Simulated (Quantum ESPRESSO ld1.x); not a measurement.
All-electron atom: Nd2+ in [Xe] 4f2.75 6s1.25 (fractional occupations, a model configuration). Calculated with ld1.x of Quantum ESPRESSO 7.5: Dirac Kohn-Sham, LDA (Slater exchange, VWN5 correlation), spin-unpolarised, spherical densities, point nucleus; open shells are shared between the two j in proportion to 2j + 1.

Unscreened Slater integrals over Kohn-Sham orbitals (cm^-1). Large and small components are both included.

integral,value
"F0(6s1/2,6s1/2)",57496
"F0(6s1/2,4f7/2)",74210
"G3(6s1/2,4f7/2)",3494.8
"F0(6s1/2,4f5/2)",74266
"G3(6s1/2,4f5/2)",3448.0
"F0(6s1/2,5p3/2)",70009
"G1(6s1/2,5p3/2)",6492.1
"F0(4f7/2,4f7/2)",211590
"F2(4f7/2,4f7/2)",99424
"F4(4f7/2,4f7/2)",62136
"F6(4f7/2,4f7/2)",44631
"F0(4f7/2,4f5/2)",212590
"F2(4f7/2,4f5/2)",99918
"F4(4f7/2,4f5/2)",62451
"G2(4f7/2,4f5/2)",99750
"G4(4f7/2,4f5/2)",62351
"G6(4f7/2,4f5/2)",44788
"F0(4f7/2,5p3/2)",140410
"F2(4f7/2,5p3/2)",50794
"G2(4f7/2,5p3/2)",27664
"G4(4f7/2,5p3/2)",21270
"F0(4f5/2,4f5/2)",213600
"F2(4f5/2,4f5/2)",100420
"F4(4f5/2,4f5/2)",62775
"F0(4f5/2,5p3/2)",140690
"F2(4f5/2,5p3/2)",50550
"G2(4f5/2,5p3/2)",27246
"G4(4f5/2,5p3/2)",20998
"F0(5p3/2,5p3/2)",118370
"F2(5p3/2,5p3/2)",63878
